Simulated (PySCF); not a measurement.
The group X on BH2-X is varied. Gas-phase values, no solvent. One relaxed conformer stands for each flexible species; it need not be the lowest. Strings in code marks are SMILES.

Calculation: M06-2X/def2-TZVP (PySCF 2.14.0). All candidates: neutral, multiplicity 1. Delta-SCF ions had no search for a lower state. 

```json
{
  "HOMO–LUMO gap": "9.79 eV",
  "LUMO": "-0.78 eV",
  "vertical ionisation energy (Delta-SCF)": "11.95 eV"
}
```

Q: Which member has these values?
A) `[BH2][AlH2]`
B) `BCC#N`
C) `BCF`
D) `BCl`

A: C, `BCF`. The others give `BCC#N`: 9.30 eV, -1.26 eV, 11.91 eV; `[BH2][AlH2]`: 7.19 eV, -1.36 eV, 9.85 eV; `BCl`: 9.12 eV, -0.85 eV, 11.54 eV
